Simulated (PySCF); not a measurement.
# Stretching KP

Set-up: K 6-31G(d,p), P 6-31G(d,p); no relativity (PySCF 2.14). Energies in eV from K + P in their ground configurations at the same level. State: ³Σ⁻ (triplet), unpaired electrons π ↑↑.

All columns are TPSSh. A positive dipole means K(−)P(+).

```tsv
R (Å)	E (eV)	μ (D)	Mulliken charge on K (basis-dependent)	HOMO (eV)	LUMO (eV)	Mayer bond order	⟨S²⟩
2.612	-1.020	-8.09	0.53	-3.28	-1.94	0.79	2.01
2.733	-1.235	-8.47	0.53	-3.30	-1.83	0.79	2.01
2.855	-1.352	-8.79	0.52	-3.29	-1.73	0.81	2.01
2.946	-1.393	-9.01	0.51	-3.28	-1.67	0.82	2.01
3.037	-1.405	-9.20	0.50	-3.26	-1.61	0.83	2.02
3.128	-1.394	-9.38	0.49	-3.24	-1.65	0.84	2.02
3.250	-1.354	-9.58	0.47	-3.21	-1.70	0.85	2.02
3.401	-1.278	-9.79	0.45	-3.16	-1.75	0.86	2.03
3.584	-1.163	-9.95	0.43	-3.10	-1.82	0.85	2.06
3.827	-0.996	-9.95	0.41	-3.04	-1.88	0.82	2.11
```

A fit through these points gives, at Re = 3.034 Å, μ = -9.20 D and dμ/dR = -2.03 D/Å; the reduced mass is 17.26 u.

Q: How strong is the fundamental in the double-harmonic approximation, I = 42.26·(dμ/dR)²/μred km/mol?

A: I = 42.26·(-2.03)²/17.26 = 10.1 km/mol at TPSSh.

⟨S²⟩ of the unrestricted solution departs from its pure value on part of the curve, where spin states mix. The state is the lowest determinant that a PBE0 search found; another state may lie lower at other levels.
